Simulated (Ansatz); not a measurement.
CH₃F₆Ge₂N⁻, that is (F3Ge)2NMe with one electron more. The state is a doublet with charge -1. Geometry PBE-D4/def2-SVP, that of the neutral singlet; atoms count from 1.

```xyz
13

Ge    0.2016   -1.5600   -0.7322
F    -0.1113   -1.5277   -2.4330
F    -0.8651   -2.7371   -0.0377
F     1.8334   -2.0973   -0.5448
N    -0.1040    0.0147    0.1273
C    -1.2830    0.1778    1.0058
Ge    0.9944    1.4243   -0.1851
F     0.1110    2.8515   -0.6073
F     1.9671    1.8804    1.1709
F     2.0312    0.9462   -1.4868
H    -1.7800   -0.8016    1.1396
H    -2.0180    0.8888    0.5738
H    -0.9774    0.5401    2.0096
```

The highest occupied level of the charge -1 doublet lies above zero (up to 1.48 eV). Energy differences disagree on whether the electron is bound (positive means bound): 0.28 eV (vertical, against the charge 0 singlet, at PBE0-D4/def2-TZVP), but -0.20 eV at ωB97X-V/def2-TZVP.

Problem. Estimate the Mulliken populations from the PBE0/def2-TZVP orbitals of Ansatz.

Solution. 
```json
{"atom": "Ge1", "charge (e)": "0.81", "spin (α − β)": "0.43"}
{"atom": "F2", "charge (e)": "-0.37", "spin (α − β)": "0.00"}
{"atom": "F3", "charge (e)": "-0.38", "spin (α − β)": "0.01"}
{"atom": "F4", "charge (e)": "-0.37", "spin (α − β)": "0.00"}
{"atom": "N5", "charge (e)": "-0.32", "spin (α − β)": "-0.01"}
{"atom": "C6", "charge (e)": "-0.38", "spin (α − β)": "0.10"}
{"atom": "Ge7", "charge (e)": "0.80", "spin (α − β)": "0.44"}
{"atom": "F8", "charge (e)": "-0.38", "spin (α − β)": "0.00"}
{"atom": "F9", "charge (e)": "-0.37", "spin (α − β)": "0.00"}
{"atom": "F10", "charge (e)": "-0.36", "spin (α − β)": "-0.01"}
{"atom": "H11", "charge (e)": "0.12", "spin (α − β)": "0.02"}
{"atom": "H12", "charge (e)": "0.11", "spin (α − β)": "0.01"}
{"atom": "H13", "charge (e)": "0.10", "spin (α − β)": "0.01"}
```
Mulliken values depend strongly on the basis.

Problem. Where does the spin sit?

Solution. Summed by element: Ge 0.87, F 0.00, N -0.01, C 0.10, H 0.04, of 1 unpaired in all. Largest on single atoms: Ge7 0.44, Ge1 0.43, C6 0.10.

Problem. And the Mayer bond orders between heavy atoms (over 0.3)?

Solution. Ge1–F2 0.86 (1.73 Å); Ge1–F3 0.84 (1.73 Å); Ge1–F4 0.87 (1.73 Å); Ge1–N5 0.94 (1.82 Å); Ge1–Ge7 0.35 (3.14 Å); N5–C6 0.93 (1.48 Å); N5–Ge7 0.94 (1.81 Å); Ge7–F8 0.84 (1.73 Å); Ge7–F9 0.85 (1.73 Å); Ge7–F10 0.86 (1.73 Å).
